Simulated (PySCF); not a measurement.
Bi(Br)(TeH)2 (BiBrH₂Te₂), SMILES [Br][Bi]([TeH])[TeH]. Atoms are numbered in the order given.

```xyz
6

Bi    -0.0567     0.1804     0.9229
Br    -1.9183    -1.6892     0.5202
Te    -0.9300     1.7025    -1.3758
H      0.3861     2.7299    -1.2322
Te     2.2493    -0.8768    -0.4426
H      2.8609    -1.5208     0.9806
```

Geometry: B3LYP-D3(BJ)/def2-SVP. The structure was generated by enumeration; whether it is a known compound was not checked. The def2 effective core potentials stand for the cores of Bi, Te; spin–orbit coupling is left out.

The numbers are results of PBE0/def2-TZVP run with PySCF, not measurements.

The molecule is in vacuum.

```yaml
total_energy: -3325.87905 hartree
highest_occupied_level: -6.59 eV
lowest_empty_level: -2.53 eV
orbital_gap: 4.06 eV
dipole_moment: 3.16 D
quadrupole, principal values (traceless, Buckingham form, about the centre of nuclear charge): -7.23, -0.72, 7.95 D·Å
mean_static_polarisability: 157.0 bohr³ (23.26 Å³)
polarisability_principal_values: 115.1, 164.1, 191.8 bohr³
```
